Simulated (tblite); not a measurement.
C6H9NOSi.
Atom-mapped SMILES: `[N:1]#[C:2]/[CH:3]=[CH:4]/[SiH2:5][O:6][CH:7]1[CH2:8][CH2:9]1` (hydrogens: H10 on C3; H11 on C4; H12, H13 on Si5; H14 on C7; H15, H16 on C8; H17, H18 on C9)

Computed geometry: GFN2-xTB, gas phase.

Task: What internal coordinates does the optimisation give?

Result: 
| bond | length (Å) |
| --- | --- |
| N1≡C2 | 1.148 |
| C2–C3 | 1.408 |
| C3=C4 | 1.336 |
| C4–Si5 | 1.893 |
| Si5–O6 | 1.615 |
| O6–C7 | 1.376 |
| C7–C8, C7–C9 | 1.497 |
| C8–C9 | 1.503 |
| C3–H10 | 1.082 |
| C4–H11 | 1.086 |
| Si5–H12 | 1.455 |
| Si5–H13 | 1.469 |
| C7–H14 | 1.085 |
| C8–H15, C9–H17 | 1.079 |
| C8–H16, C9–H18 | 1.079 |

Bonds in one row agree within 0.01 Å and their mean is given. A selection of angles:
| angle | degrees |
| --- | --- |
| N1–C2–C3 | 179.2 |
| C2–C3–C4 | 122.5 |
| C2–C3–H10 | 115.8 |
| C4–C3–H10 | 121.7 |
| C3–C4–Si5 | 123.9 |
| C3–C4–H11 | 117.2 |
| Si5–C4–H11 | 118.9 |
| C4–Si5–O6 | 111.7 |
| C4–Si5–H12 | 111.4 |
| C4–Si5–H13 | 106.8 |
| O6–Si5–H12 | 99.4 |
| O6–Si5–H13 | 113.8 |
| H12–Si5–H13 | 113.7 |
| Si5–O6–C7 | 134.5 |
| O6–C7–C8 | 122.1 |
| O6–C7–H14 | 109.8 |
| C8–C7–C9 | 60.2 |
| C8–C7–H14 | 118.1 |
| C7–C8–C9 | 59.9 |
| C7–C8–H15 | 117.7 |
| C7–C8–H16 | 118.4 |
| C9–C8–H15 | 117.6 |
| C9–C8–H16 | 118.8 |
| H15–C8–H16 | 114.1 |

Dihedral angles: C2–C3–C4–Si5 179° (antiperiplanar); C3–C4–Si5–O6 -174° (antiperiplanar); C4–Si5–O6–C7 -69° (synclinal); Si5–O6–C7–C8 19° (synperiplanar); O6–C7–C8–C9 -110° (anticlinal); O6–C7–C9–C8 112° (anticlinal). The mirror-image conformer, all signs reversed, is as good.

The C–C distances run from 1.336 Å (C3=C4, drawn double) to 1.503 Å (C8–C9, drawn single), a spread of 0.167 Å. Si5 (oxygen-bound silicon) is distorted tetrahedral (angles from 99.4° to 113.8°). The 3-membered ring C7–C8–C9 has internal angles of 59.8° to 60.2°. Of the pairs four or more bonds apart, Si5···H15 is among the closest relative to their van der Waals radii: 2.99 Å, 91 % of the sum of Bondi's values.

Point group: C1 (no symmetry element, even within 0.4 Å). Its lowest GFN2-xTB frequency is 14 cm⁻¹, too small to tell a flat minimum from a shallow saddle. The numbers are those of one conformer.

Time: 1.8 s of wall time. Hardware: one thread of an Intel Xeon 6975P-C, no GPU, shared host. This is the geometry optimisation.
